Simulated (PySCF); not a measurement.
Simulated N 1s region for `CN[SiH2]N`, binding energy against the vacuum level.

Every computed line was given a Gaussian of 1.0 eV full width at half maximum and an area set by the number of equivalent atoms; the highest printed point is 100. Method used: delta-SCF UKS SCAN, pcX-2 on the ionised atom, pcseg-1 elsewhere, spin-free X2C in PySCF.

binding energy (eV), intensity and a bar:
```
    402.8          0 
    402.9          0 
    403.0          1 
    403.1          2 
    403.2          3 #
    403.3          6 ##
    403.4         10 ###
    403.5         16 #####
    403.6         24 #######
    403.7         34 ##########
    403.8         46 ##############
    403.9         59 ##################
    404.0         73 ######################
    404.1         85 #########################
    404.2         94 ############################
    404.3         99 ##############################
    404.4        100 ##############################
    404.5         96 #############################
    404.6         87 ##########################
    404.7         75 #######################
    404.8         62 ###################
    404.9         49 ###############
    405.0         36 ###########
    405.1         26 ########
    405.2         17 #####
    405.3         11 ###
    405.4          7 ##
    405.5          4 #
    405.6          2 #
    405.7          1 
    405.8          1 
    405.9          0
```

Question: How many maxima does the curve show, and how many computed lines lie under it?

Answer: The curve has 1 maximum (at 404.4 eV). Under it lie 2 lines from 2 inequivalent nitrogen sites. At this width some lines have no maximum of their own.

Question: Decompose the envelope and assign each component. Numbering: `[CH3:1][NH:2][SiH2:3][NH2:4]`.

Answer: 
```json
{"position (eV)": "404.22", "relative area": "1", "line": "N 1s", "atoms": "N2", "environment": "silicon-bound nitrogen"}
{"position (eV)": "404.50", "relative area": "1", "line": "N 1s", "atoms": "N4", "environment": "silicon-bound nitrogen"}
```

Question: What are the centre and the root-mean-square width of the whole band?

Answer: The area-weighted mean of the lines is 404.36 eV. Their own spread about it is 0.14 eV (rms) and each Gaussian has σ = 1.0/2.355 = 0.42 eV; the variances add, which gives 0.45 eV.

Question: Above which line width would these two lines show one maximum?

Answer: Two equal Gaussians merge once their distance is under 2σ = FWHM/1.177. With 0.27 eV between them that is a full width over 0.32 eV.

Lowest listed N 1s: N2, bonded to C, H and Si. Highest, 0.28 eV above it: N4, bonded to 2 H and Si. Summing the Pauling electronegativity differences to the bonded atoms, each weighted by its formal bond order, gives -2.47 for the lowest site and -2.82 for the highest; the largest sum, -2.47, belongs to N2, 0.28 eV below the top. The smallest sum, -2.82, belongs to N4, 0.28 eV above the lowest.

Shake-up satellites, vibrational structure and lifetime widths aren't simulated. Geometry: GFN2-xTB, one conformer, isolated molecule.

Conformer computed: `[CH3:1][NH:2][SiH2:3][NH2:4]`: C1–N2–Si3–N4 -179°, H–N4–Si3–N2 -179°, H–N4–Si3–N2 48°.
